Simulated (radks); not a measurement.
All-electron atom: In- in [Kr] 4d10 5s2 5p2. Method: scalar-relativistic Kohn-Sham, PBE, spin-polarised, spherical densities, finite nucleus; open shells are filled with parallel spins first (spin-orbit coupling, left out, can overturn this in heavy ions); Fermi nuclear charge, rms radius 4.6156 fm; hard spherical wall at 3.5 bohr; computed with a radial shooting solver on a logarithmic mesh with Libxc functionals.

Unscreened Slater integrals over Kohn-Sham orbitals (cm^-1). They are taken over the spin-up orbitals. Empty in this configuration: 5d.

integral,value
"F0(5p,5p)",92787
"F2(5p,5p)",54773
"F0(5p,5s)",94766
"G1(5p,5s)",67816
"F0(5p,4d)",108250
"F2(5p,4d)",38553
"G1(5p,4d)",17257
"G3(5p,4d)",15318
"F0(5p,4p)",112430
"F2(5p,4p)",30848
"G0(5p,4p)",7010.6
"G2(5p,4p)",8994.8
"F0(5p,5d)",91773
"F2(5p,5d)",49762
"G1(5p,5d)",56035
"G3(5p,5d)",38195
"F0(5s,5s)",97124
"F0(5s,4d)",112510
"G2(5s,4d)",21076
"F0(5s,4p)",116920
"G1(5s,4p)",8986.6
"F0(5s,5d)",93491
"G2(5s,5d)",39854
"F0(4d,4d)",165390
"F2(4d,4d)",81657
"F4(4d,4d)",53173
"F0(4d,4p)",185090
"F2(4d,4p)",90844
"G1(4d,4p)",114540
"G3(4d,4p)",69871
"F0(4d,5d)",111310
"F2(4d,5d)",39451
"F4(4d,5d)",21883
"G0(4d,5d)",14307
"G2(4d,5d)",18046
"G4(4d,5d)",14851
"F0(4p,4p)",213140
"F2(4p,4p)",111460
"F0(4p,5d)",118150
"F2(4p,5d)",36585
"G1(4p,5d)",24147
"G3(4p,5d)",17658
"F0(5d,5d)",92116
"F2(5d,5d)",48359
"F4(5d,5d)",34779

Derived for the open shells (J is the average intra-shell exchange parameter used in DFT+U). 5p: J = F2/5 = 10950 cm^-1.
